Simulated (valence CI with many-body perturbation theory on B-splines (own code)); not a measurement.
Br³⁺: calculated level list

Calculated by relativistic CI+MBPT: four valence electrons over a frozen Dirac-Fock core [Ar] 3d10, radial functions for each j: 11 s, 11 p, 10 d, 8 f, 5 g, 2 h, with the one-electron correlation potential Σ1 (screened to all orders), the two-electron term Σ2, the three-electron term Σ3, Breit, model QED; selected single and double excitations, second order for the rest, scaled by the run's own slope (own B-spline code, finite nucleus).

No measured levels were compared; by estimate levels hold to about 250 cm⁻¹ or 0.2 % of their energy and the worst to 1 %, as in measured heavy ions of charge 2 to 7; those with d or f electrons hold less well. Among the levels kept, up to 1600 cm⁻¹ of a level comes from second order outside the variational space, and about a tenth of that is noise between levels of different J, which matters for small intervals.

Levels 91 to 135 of 198, with energies above the lowest level, 4s2 4p2 3P_0. "Leading %" is the weight of the configuration and term that name the level; weights of strongly mixed levels are sums over their largest components and can fall short. In the jj column 3d3/2^4 stands for four electrons in 3d with j = 3/2.

| No. | Configuration | Term | J | E (cm⁻¹) | Leading % | Second component | g | Leading jj |
| --- | --- | --- | --- | --- | --- | --- | --- | --- |
| 91 | 4s2 4p 5d | 1F° | 3 | 275015 | 85 | 5 % 4s2 4p 5d 3D° | 1.023 | 4s^2 4p3/2 5d3/2 (46 %) |
| 92 | 4s2 4p 6s | 1P° | 1 | 275043 | 56 | 24 % 4s2 4p 6s 3P° | 1.144 | 4s^2 4p3/2 6s (79 %) |
| 93 | 4s2 4p 5d | 1P° | 1 | 276476 | 71 | 12 % 4s2 4p 6s 1P° | 1.004 | 4s^2 4p3/2 5d5/2 (67 %) |
| 94 | 4s 4p2 5s | 5P | 3 | 277005 | 94 |  | 1.663 | 4s 4p3/2^2 5s (54 %) |
| 95 | 4s 4p2 4d | 3P | 1 | 277202 | 33 | 25 % 4p4 3P | 1.461 | 4p1/2 4p3/2^3 (25 %) |
| 96 | 4s 4p2 5s | 3P | 0 | 277325 | 62 | 13 % 4s2 4p 6p 3P |  | 4s 4p1/2^2 5s (30 %) |
| 97 | 4s 4p2 5s | 3P | 1 | 280227 | 45 | 19 % 4s2 4p 6p 3P | 1.483 | 4s 4p1/2 4p3/2 5s (39 %) |
| 98 | 4s 4p2 4d | 3P | 0 | 280622 | 42 | 23 % 4p4 3P |  | 4s 4p3/2^2 4d5/2 (21 %) |
| 99 | 4s 4p2 4d | 3D | 1 | 281394 | 45 | 30 % 4s2 4p 6p 3D | 0.605 | 4s^2 4p1/2 6p1/2 (40 %) |
| 100 | 4s 4p2 4d | 3D | 2 | 281686 | 40 | 13 % 4s2 4p 6p 3D | 1.240 | 4s^2 4p1/2 6p3/2 (22 %) |
| 101 | 4s 4p2 5s | 3P | 2 | 282605 | 36 | 30 % 4s 4p2 4d 3D | 1.344 | 4s 4p3/2^2 5s (19 %) |
| 102 | 4s 4p2 4d | 3D | 3 | 282773 | 86 |  | 1.313 | 4s 4p1/2 4p3/2 4d5/2 (40 %) |
| 103 | 4s 4p2 4d | 3D | 1 | 282823 | 35 | 27 % 4s2 4p 6p 3D | 0.692 | 4s^2 4p1/2 6p1/2 (50 %) |
| 104 | 4s 4p2 4d | 3G | 3 | 284902 | 66 | 17 % 4s2 4p 4f 3G | 0.764 | 4s 4p1/2 4p3/2 4d3/2 (49 %) |
| 105 | 4s 4p2 4d | 1G | 4 | 284905 | 64 | 10 % 4s2 4d2 1G | 1.027 | 4s 4p1/2 4p3/2 4d3/2 (33 %) |
| 106 | 4s2 4p 6p | 3D | 1 | 285092 | 24 | 22 % 4s2 4p 6p 1P | 1.204 | 4s^2 4p1/2 6p3/2 (61 %) |
| 107 | 4s2 4p 6p | 3D | 2 | 285180 | 54 | 21 % 4s 4p2 5s 3P | 1.231 | 4s^2 4p1/2 6p3/2 (53 %) |
| 108 | 4s 4p2 4d | 3G | 4 | 286011 | 60 | 18 % 4s2 4p 4f 3G | 1.047 | 4s 4p1/2 4p3/2 4d5/2 (41 %) |
| 109 | 4s2 4p 6p | 3P | 0 | 286031 | 64 | 17 % 4s 4p2 5s 3P |  | 4s^2 4p1/2 6p1/2 (74 %) |
| 110 | 4s 4p2 4d | 3G | 5 | 287051 | 67 | 22 % 4s2 4p 4f 3G | 1.201 | 4s 4p1/2 4p3/2 4d5/2 (40 %) |
| 111 | 4s 4p2 4d | 3F | 2 | 288642 | 79 | 9 % 4s2 4d2 3F | 0.701 | 4s 4p1/2 4p3/2 4d3/2 (27 %) |
| 112 | 4s2 4p 6p | 1P | 1 | 288864 | 32 | 28 % 4s2 4p 6p 3P | 1.274 | 4s^2 4p3/2 6p3/2 (57 %) |
| 113 | 4s 4p2 4d | 3F | 3 | 288901 | 43 | 20 % 4s2 4p 6p 3D | 1.122 | 4s 4p1/2 4p3/2 4d5/2 (42 %) |
| 114 | 4s2 4p 6p | 3D | 3 | 289193 | 67 | 11 % 4s 4p2 4d 3F | 1.273 | 4s^2 4p3/2 6p3/2 (67 %) |
| 115 | 4s2 4p 6p | 1D | 2 | 290139 | 52 | 22 % 4s2 4p 6p 3D | 1.132 | 4s^2 4p3/2 6p1/2 (79 %) |
| 116 | 4s2 4p 6p | 3S | 1 | 290693 | 58 | 31 % 4s2 4p 6p 3P | 1.796 | 4s^2 4p3/2 6p1/2 (63 %) |
| 117 | 4s 4p2 4d | 3F | 4 | 291214 | 73 | 9 % 4s2 4d2 3F | 1.230 | 4s 4p3/2^2 4d3/2 (42 %) |
| 118 | 4s 4p2 4d | 1F | 3 | 291272 | 50 | 12 % 4s 4p2 4d 3F | 1.060 | 4s 4p3/2^2 4d3/2 (30 %) |
| 119 | 4s2 4p 6p | 3P | 2 | 291577 | 57 | 23 % 4s2 4p 6p 1D | 1.367 | 4s^2 4p3/2 6p3/2 (80 %) |
| 120 | 4s 4p2 4d | 3D | 1 | 293319 | 84 | 7 % 4s 4p2 5s 3D | 0.517 | 4s 4p1/2 4p3/2 4d3/2 (39 %) |
| 121 | 4s 4p2 4d | 3D | 2 | 293917 | 81 | 7 % 4s 4p2 5s 3D | 1.168 | 4s 4p1/2 4p3/2 4d3/2 (32 %) |
| 122 | 4s2 4p 6p | 1S | 0 | 294138 | 80 | 13 % 4s2 4p 6p 3P |  | 4s^2 4p3/2 6p3/2 (88 %) |
| 123 | 4s 4p2 4d | 3D | 3 | 295098 | 74 | 7 % 4s 4p2 5s 3D | 1.310 | 4s 4p3/2^2 4d5/2 (47 %) |
| 124 | 4s 4p2 4d | 3P | 0 | 295482 | 69 | 13 % 4s2 4d2 3P |  | 4s 4p1/2 4p3/2 4d5/2 (39 %) |
| 125 | 4s 4p2 4d | 3P | 1 | 296125 | 67 | 13 % 4s2 4d2 3P | 1.487 | 4s 4p1/2 4p3/2 4d5/2 (36 %) |
| 126 | 4s 4p2 4d | 3P | 2 | 297192 | 66 | 13 % 4s2 4d2 3P | 1.490 | 4s 4p3/2^2 4d5/2 (35 %) |
| 127 | 4s 4p2 4d | 1P | 1 | 300198 | 80 | 7 % 4s 4p2 4d 3S | 1.044 | 4s 4p1/2 4p3/2 4d3/2 (34 %) |
| 128 | 4s2 4p 5f | 3F | 2 | 301531 | 49 | 16 % 4s 4p2 4d 3F | 0.780 | 4s^2 4p1/2 5f5/2 (62 %) |
| 129 | 4s2 4p 5f | 3F | 3 | 301727 | 37 | 26 % 4s2 4p 5f 3D | 1.166 | 4s^2 4p1/2 5f7/2 (64 %) |
| 130 | 4s 4p2 5s | 3D | 1 | 302540 | 71 | 8 % 4s2 4d 5s 3D | 0.552 | 4s 4p1/2 4p3/2 5s (50 %) |
| 131 | 4s 4p2 5s | 3D | 2 | 302736 | 70 | 8 % 4s2 4d 5s 3D | 1.161 | 4s 4p1/2 4p3/2 5s (47 %) |
| 132 | 4s 4p2 5s | 3D | 3 | 303187 | 71 | 8 % 4s 4p2 4d 3D | 1.334 | 4s 4p1/2 4p3/2 5s (40 %) |
| 133 | 4s 4p2 4d | 3S | 1 | 303252 | 83 | 7 % 4s 4p2 4d 1P | 1.885 | 4s 4p3/2^2 4d5/2 (31 %) |
| 134 | 4s2 4p 5f | 3F | 4 | 303743 | 56 | 14 % 4s 4p2 4d 3F | 1.201 | 4s^2 4p1/2 5f7/2 (55 %) |
| 135 | 4s 4p2 5p | 5D° | 0 | 304638 | 94 |  |  | 4s 4p1/2^2 5p1/2 (46 %) |

Names give the largest LS component (configuration and term), which can be under half, so a name can repeat, a term be missing and a line seem to break the LS rules; names also repeat where a configuration has a term twice.

Where two levels of one J and parity lie close, their mixing, g and order are uncertain.
